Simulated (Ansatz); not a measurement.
Isolated molecules relaxed with PBE0-D4/def2-TZVP in Ansatz; ΔE leaves out vibrations. CCSD(T)/CBS adds triple-zeta CCSD(T) − MP2 to the extrapolated MP2 energy (def2 sets, frozen cores). Double bonds are as drawn, so ΔE can hold a change between cis and trans. DFT in def2-TZVPP. Each species was taken in one conformer, which may not be the lowest.

`CO/C(F)=[CH]/[AlH2]` + `C=C([SiH3])NC` → `C=C([SiH3])[NH][AlH2]` + `C/C=C(\F)OC`  (formal exchange of groups at the Al–C bond)

| level | ΔE (eV) |
| --- | --- |
| PBE | -0.99 |
| r2SCAN | -1.01 |
| CCSD(T)/def2-TZVPP | -1.12 |
| HF/def2-QZVPP | -1.07 |

Q: What does CCSD(T)/CBS give? (Estimate.)

A: Computed: -1.12 eV. The listed levels differ from it by 0.13, 0.11, 0.00, 0.05 eV.

Largest T1 diagnostic among the species: 0.013.

In def2-TZVPP, CCSD(T) changes the Hartree–Fock value by −0.05 eV (the triples alone add +0.01 eV) and MP2 by −0.05 eV.
